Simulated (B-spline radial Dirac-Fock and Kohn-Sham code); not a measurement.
# X-ray form factors of boron in several charge states

Model: relativistic Hartree-Fock (Dirac-Fock) wave functions, averaged over the configuration. Program: an atomic code on a B-spline grid.

Configurations: B [He] 2s2 2p1; B⁺ [He] 2s2; B⁴⁺ 1s1. The first column is f₀ of B, the others are differences from it.

| s (Å⁻¹) | B | Δ B⁺ | Δ B⁴⁺ |
| --- | --- | --- | --- |
| 0 | 5.000 | -1.000 | -4.000 |
| 0.1 | 4.060 | -0.568 | -3.069 |
| 0.2 | 2.699 | -0.117 | -1.733 |
| 0.3 | 1.979 | -0.009 | -1.054 |
| 0.4 | 1.681 | -0.003 | -0.808 |
| 0.5 | 1.527 | -0.002 | -0.716 |
| 0.7 | 1.276 | +0.006 | -0.600 |
| 0.9 | 1.020 | +0.009 | -0.478 |
| 1.1 | 0.790 | +0.009 | -0.365 |
| 1.4 | 0.524 | +0.006 | -0.237 |

Values without a named source are computed, but for edge energies of neutral atoms, which are taken from tables.
